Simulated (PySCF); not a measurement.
Run record: geometry optimisation, `[NH]=[W](=[NH])([F])[F]` (W(NH)2F2).

Computed with PBE0-D3(BJ)/def2-SVP geometry optimisation, gas phase, def2 core potentials past Kr (PySCF 2.14.0). Start geometry: GFN2-xTB. A driver script takes a list of jobs; this job's settings line and coordinates (Å) are shown.

Input:
```
{"job": {"xc": "PBE0", "basis": "def2-SVP", "d3": "d3bj", "grid": 1, "maxiter": 30, "shake": 0.03, "kind": "geom"}, "charge": 0, "multiplicity": 1}
W     -0.267850    -0.070880    -0.217760
N     -0.417190    -0.026120     1.555920
H     -0.317340    -0.031610     2.547920
N      1.432290     0.001500    -0.917800
H      2.324390    -0.034520    -1.147570
F     -1.335140     1.451310    -0.933270
F     -1.327310    -1.391680    -0.956000
```

Output:
```
step   0  E = -377.02749145  max force = 0.187720
step   1  E = -377.05953454  max force = 0.039644
step   2  E = -377.06410004  max force = 0.034994
step   3  E = -377.06757992  max force = 0.010748
step   4  E = -377.06841098  max force = 0.008004
step   5  E = -377.06854022  max force = 0.002595
step   6  E = -377.06855615  max force = 0.001994
step   7  E = -377.06856220  max force = 0.000599
step   8  E = -377.06856677  max force = 0.000512
step   9  E = -377.06857362  max force = 0.000786
step  10  E = -377.06858123  max force = 0.000811
step  11  E = -377.06859196  max force = 0.000678
step  12  E = -377.06860119  max force = 0.000642
step  13  E = -377.06860837  max force = 0.000729
step  14  E = -377.06860053  max force = 0.001515
step  15  E = -377.06859146  max force = 0.001862
step  16  E = -377.06859885  max force = 0.001250
step  17  E = -377.06860681  max force = 0.001032
step  18  E = -377.06861549  max force = 0.000836
step  19  E = -377.06862474  max force = 0.000578
step  20  E = -377.06863301  max force = 0.000220
optimisation converged
```

Energies in Eh; «max force» is the largest Cartesian gradient component in Eh/bohr.

Q: Give the first gradient maximum in eV/Å.

A: With 1 Eh/bohr = 51.422 eV/Å, 9.653 eV/Å.

Q: How much energy does the optimisation release, in kJ/mol?

A: E(step 0) − E(last step) = 0.041142 Eh, which is 108.0 kJ/mol.

In short: final energy -377.06863 Eh after 20 steps; dipole 2.52 D.

Q: Give the final coordinates.

A: 0.257 Å rms from the input after alignment:
```
atom  x, y, z in Å
W1    -0.3677   -0.0300   -0.4032
N2    -0.6774   -0.0625    1.3069
H3    -0.4484   -0.0592    2.2956
N4     1.3486    0.0602   -0.6657
H5     2.3263    0.1056   -0.3960
F6    -1.1224    1.5428   -1.0920
F7    -0.9672   -1.6588   -1.1142
```

Q: How long does this job take on an Arm Neoverse V2 with one thread, shared host with 96 logical CPUs at a one-minute load of 20? And the peak memory of the process?

A: About 83 s, with 0.38 GiB resident at the peak, the Python interpreter and its libraries included.
Labels such as C1 count atoms from 1, the log's own numbers from 0.
